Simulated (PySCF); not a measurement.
A GIAO shielding run with PySCF 2.14.0 with density-fitted response routines (density fitting, non-relativistic, gas phase) on SMILES C=CC#C[Si]1(Cl)CC=CC1, C₈H₉ClSi:

```
$ OMP_NUM_THREADS=1 python probes_run.py task.json out

{"job": {"kind": "nmr", "xc": "PBE0", "basis": "pcSseg-1"}, "charge": 0, "multiplicity": 1}
C      4.523573     0.347358    -0.403917
C      3.504368    -0.500101    -0.306988
C      2.157489    -0.088728    -0.311445
C      0.995490     0.250408    -0.306049
Si    -0.765503     0.800156    -0.324119
Cl    -0.844584     2.738210    -0.939136
C     -1.893925    -0.373733    -1.322808
C     -2.852348    -0.907493    -0.298741
C     -2.749652    -0.501525     0.955138
C     -1.679825     0.484880     1.323316
H      4.365152     1.408760    -0.494535
H      5.543737     0.004692    -0.394434
H      3.665186    -1.567534    -0.217194
H     -1.348799    -1.196899    -1.786824
H     -2.442695     0.123372    -2.124665
H     -3.604623    -1.612453    -0.622286
H     -3.412508    -0.849618     1.733891
H     -1.038525     0.066333     2.100153
H     -2.131811     1.383164     1.748346
```

Hardware: 1 thread of an Arm Neoverse V2, shared host. The job also computes population analyses, field gradients, ring-centre shieldings.

(1) How large is the calculation?

(2) How long does it take, and how much memory does it need?

Answers

(1) 88 electrons, 229 basis functions and 1228 auxiliary functions.

(2) 47 s of wall time, with 14 SCF cycles and 5 response iterations; peak memory 1.1 GiB. Times on a shared host scatter by some tens of per cent.
